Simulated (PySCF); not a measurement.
Bonds (- single, = double, # triple, : aromatic): C1-C2, C2-C3, C3:C4, C4-F5, C4:C6, C6:N7, N7:N8, N8-Si9, N8:C3. C1 carries H10, H11, H12; C2 carries H13, H14; C6 carries H15; Si9 carries H16, H17, H18.

PySCF 2.14.0 with density-fitted response routines calculation with geometry: GFN2-xTB and shielding tensors at PBE0/pcSseg-1 (GIAO); in vacuum, one conformer, relativity neglected, equivalent nuclei averaged.

Predict the 2D correlation tables (HSQC, COSY, HMBC).

Results:



HSQC (one-bond C–H):
```csv
δH,δC
7.59 (H15),135.6 (C6)
2.87 (H13/H14),21.9 (C2)
1.28 (H10/H11/H12),18.0 (C1)
```

COSY cross peaks (H two or three bonds apart, from the bond graph; peaks can be absent where the dihedral angle is near 90°):
```csv
δH,δH
2.87 (H13/H14),1.28 (H10/H11/H12)
```

HMBC (two and three bonds, from the bond graph):
```csv
δH,δC
7.59 (H15),"159.1 (C4), 140.5 (C3)"
5.26 (H16/H17/H18),140.5 (C3)
2.87 (H13/H14),"159.1 (C4), 140.5 (C3), 18.0 (C1)"
1.28 (H10/H11/H12),"140.5 (C3), 21.9 (C2)"
```

Referencing at the same level of theory: ¹H (31.72 ppm), ¹³C (186.93 ppm) against TMS.

Short H···H contacts in this conformer between protons four or more bonds apart (candidates for NOE cross peaks, intensity ∝ r⁻⁶): H11···H16 2.66 Å, H14···H18 2.74 Å.

Shifts are as computed. Against solution values, carbons near 30 ppm lie about +3 ppm off and those near 130 ppm about +5 ppm. Of 1309 compounds with measured shifts, 239 miss one by over three times the rms of a fit or turn the order of signals round; such compounds aren't used in these exercises.
